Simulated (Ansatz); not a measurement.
Sn(Cl)3(SeH) (Cl3HSeSn), SMILES [Cl][Sn]([Cl])([Cl])[SeH]. Atoms are numbered in the order given.

```xyz
6

Cl    -1.4801     0.6195     1.9130
Sn    -0.3011     0.0767    -0.0441
Cl    -0.2305     1.9955    -1.4001
Cl    -1.5689    -1.5670    -1.1405
Se     2.0702    -0.6913     0.4098
H      2.5563     0.5228    -0.2780
```

Geometry optimised at B3LYP-D3(BJ)/def2-SVP. The structure was generated by enumeration; whether it is a known compound was not checked. The def2 effective core potentials stand for the cores of Sn; spin–orbit coupling is left out. Other conformers were not sampled.

Two levels are set side by side: PBE-D3(BJ)/def2-SVP (Ansatz, an electronic-structure program) and B3LYP-D3(BJ)/def2-SVP (Ansatz). Each level has its own optimised geometry; the coordinates shown are those of the second. Differences are taken from unrounded values.

| quantity | B3LYP-D3(BJ) |
|---|---|
| mean bond length (Å) | 2.212 |
| bond Cl1–Sn2 (Å) | 2.348 |
| bond Sn2–Cl3 (Å) | 2.351 |
| bond Sn2–Cl4 (Å) | 2.348 |
| bond Sn2–Se5 (Å) | 2.534 |
| bond Se5–H6 (Å) | 1.478 |

What does PBE-D3(BJ) give, and how far is it from B3LYP-D3(BJ)? (Estimate from the structure and the level; the computed values follow.)


| quantity | PBE-D3(BJ) | PBE-D3(BJ) minus B3LYP-D3(BJ) |
|---|---|---|
| mean bond length (Å) | 2.218 | 0.007 |
| bond Cl1–Sn2 (Å) | 2.355 | 0.006 |
| bond Sn2–Cl3 (Å) | 2.358 | 0.007 |
| bond Sn2–Cl4 (Å) | 2.354 | 0.007 |
| bond Sn2–Se5 (Å) | 2.538 | 0.004 |
| bond Se5–H6 (Å) | 1.488 | 0.010 |

GGA bonds tend to be longer and softer than those of functionals with exact exchange. Differences between two approximate levels are no errors against the true value.
